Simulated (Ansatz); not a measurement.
Cl₄Sn, charge -1, doublet, at a GFN2-xTB geometry (such geometries of metal compounds can be far from the true shape) (a state made from the parent by changing its charge; the spin is typed, not shown lowest) (all electrons, no relativity) (a gas-phase anion, which may not be bound at this level); PBE/STO-3G in Ansatz (a first-principles code).

The Ansatz input:
Ansatz 0.2 input:
```yaml
crystal:
  periodic: [false, false, false]
  atoms:
    - {symbol: Cl, position_ang: [-1.96733673, -0.92248129, -1.29878223]}
    - {symbol: Sn, position_ang: [0.00000000, -0.00000000, 0.00000000]}
    - {symbol: Cl, position_ang: [-0.34617283, 2.47356334, 0.41215242]}
    - {symbol: Cl, position_ang: [2.12574439, -0.34433378, -1.33073884]}
    - {symbol: Cl, position_ang: [0.18776517, -1.20674826, 2.21736864]}
basis:
  gaussian:
    orbitals: STO-3G
hamiltonian:
  xc: pbe
total_charge: -1
magnetization: {spin_polarized: true, initial_magnetization: 1}
```

What the program printed (banner, timings and long lists left out):

```
Functional definition: PBE
738 factors; integrals over basis functions are off by at most 2.2e-5 eV
mean field evaluation 1: about -211833.4618 eV, gradient 1.5e1 eV
mean field evaluation 2: about -211830.7647 eV, gradient 2.3e1 eV
mean field evaluation 4: about -211836.8058 eV, gradient 6.9e-2 eV
mean field evaluation 8: about -211836.7960 eV, gradient 6.4e-4 eV
mean field -211836.79595003 eV, -7784.8586630262 hartree, gradient 5.1e-5 eV, S^2 0.750494; 0 other end points of the search recorded, 0 dependent functions left out
reference -211836.79597150 eV, -7784.8586638150 hartree; 60, 59 occupied and 3, 4 virtual orbitals, 738 factors
Total energy: -211836.79597150 eV, -7784.8586638150 hartree
```
